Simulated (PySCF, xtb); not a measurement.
SnFCl3, SMILES [F][Sn]([Cl])([Cl])[Cl].

Harmonic wavenumbers (cm⁻¹) from GFN2-xTB (xtb) at its own minimum, in rising order: 82, 82, 87, 111, 111, 252, 333, 333, 385.

Task: What does PBE0-D3(BJ)/def2-SVP (PySCF 2.14.0) give at its own minimum? (An estimate is asked for; the answer gives what the named calculation found.)

Result: 100, 100, 124, 158, 158, 372, 416, 416, 662. Paired by order, the mean absolute difference is 81 cm⁻¹ and the zero-point energies are 2.5 and 3.6 kcal/mol.
